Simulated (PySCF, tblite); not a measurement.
Isomers of C6H12F (doublet state). Level: GFN2-xTB in tblite, geometry and Hessian alike; calculated harmonic values, unscaled, isolated species. This tight-binding method is rough: wavenumbers can miss measured ones by several per cent, in bad cases by 10 to 20. One conformer each. Open shells enter through the occupations alone, without spin polarisation, and single modes of such species can be off by tens of per cent.

Electronic energies: B3LYP/pcH-1 single points on the GFN2-xTB geometries (PySCF, gas phase).

```tsv
SMILES	electronic energy, lowest = 0 (kJ/mol)
[CH2]C[C@H](C)CCF	57.5
[CH2][C@H](CC)CCF	57.6
C[C](C)C(C)(C)F	0.0
CC[C](C)CCF	29.4
C[CH][C@@H](C)CCF	40.9
```

Question: How do GFN2-xTB zero-point energies change the relative energies?

Answer: 
```
           SMILES  ZPE (kJ/mol)  of it from modes above 1550 cm⁻¹  electronic (kJ/mol)  with ZPE, lowest = 0 (kJ/mol)  lowest mode (cm⁻¹)  rings
  C[C](C)C(C)(C)F         426.1                             216.0                  0.0                            0.0                  17      0
      CC[C](C)CCF         431.4                             213.7                 29.4                           34.7                  45      0
C[CH][C@@H](C)CCF         429.4                             214.5                 40.9                           44.1                  27      0
[CH2]C[C@H](C)CCF         430.2                             216.1                 57.5                           61.6                  39      0
[CH2][C@H](CC)CCF         429.5                             216.4                 57.6                           60.9                  66      0
```

The zero-point energies span 5.3 kJ/mol, from `C[C](C)C(C)(C)F` to `CC[C](C)CCF`. The lowest isomer stays, but the order above it changes.

Question: And how do the electronic energies of GFN2-xTB itself compare?

Answer: `C[C](C)C(C)(C)F` 0.0; `CC[C](C)CCF` 14.4; `C[CH][C@@H](C)CCF` 31.4; `[CH2]C[C@H](C)CCF` 58.0; `[CH2][C@H](CC)CCF` 55.5 kJ/mol, lowest = 0. Against the energies above, taken from the same isomer `C[C](C)C(C)(C)F`, the largest difference is 15.0 kJ/mol.

Question: What do entropy and thermal enthalpy add at 298.15 K and 1 bar (rigid rotor, harmonic oscillator, one conformer each)?

Answer: 
```csv
SMILES,point group,symmetry number,S (J/(mol K)),H − H(0) (kJ/mol),ZPE + H − H(0) − TS (kJ/mol)
CC[C](C)CCF,C1,1,411.9,27.69,336.3
C[CH][C@@H](C)CCF,C1,1,416.6,27.94,333.1
[CH2]C[C@H](C)CCF,C1,1,399.9,26.92,337.9
[CH2][C@H](CC)CCF,C1,1,402.4,27.51,337.0
```

S holds R ln(2S + 1) for the spin.

Not tabulated: `C[C](C)C(C)(C)F` (lowest mode only 17 cm⁻¹).
